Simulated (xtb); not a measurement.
C4H4ClF, SMILES C(C)(Cl)=C=CF. All values are semi-empirical tight-binding results from xtb (GFN2-xTB unless named), good for trends rather than for accurate numbers. Geometry optimised at GFN2-xTB. This is a generated structure with no PubChem entry under its InChIKey; it may be hypothetical.

```json
{
 "orbital_gap": "4.62 eV",
 "dipole_moment": "2.42 D",
 "zero_point_energy": "41.3 kcal/mol",
 "G − E(el) at 298.15 K (modified RRHO)": "21.3 kcal/mol",
 "static polarisability (D4 model)": "61.0 bohr³",
 "solvation energy, GFN2-xTB/ALPB(water)": "-3.1 kcal/mol",
 "solvation energy, GFN2-xTB/ALPB(acetonitrile)": "-5.3 kcal/mol"
}
```
